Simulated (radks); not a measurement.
Q: These are the eigenvalues of the occupied orbitals of an atom or ion with whole-number occupations (Ry). Method: scalar-relativistic Kohn-Sham, LB94 model potential, spin-polarised, spherical densities, finite nucleus; Fermi nuclear charge, rms radius of each element as measured or else 0.836 A^(1/3) + 0.57 fm; computed with a radial shooting solver on a logarithmic mesh with Libxc functionals.

1s down: -522.7231
1s up: -522.7191
2s down: -64.89581
2s up: -64.83423
2p down: -56.01126
2p up: -55.96000
3s up: -10.41435
3s down: -10.08636
3p up: -7.92759
3p down: -7.61741
3d up: -4.00557

Which element is it, and in what charge state? The configuration may be excited. Open shells, if any, are filled with parallel spins first.

A: Z = 26, iron, charge +3: Fe3+ in [Ar] 3d5. The list shows which subshells hold electrons but not how many an open one holds; the 1s level, -261.36 hartree, gives Z - s = 22.9 by -(Z - s)^2/2, which with screening and relativity narrows Z to a few neighbours, and the depths of the outer levels then fix element, charge and occupations together.
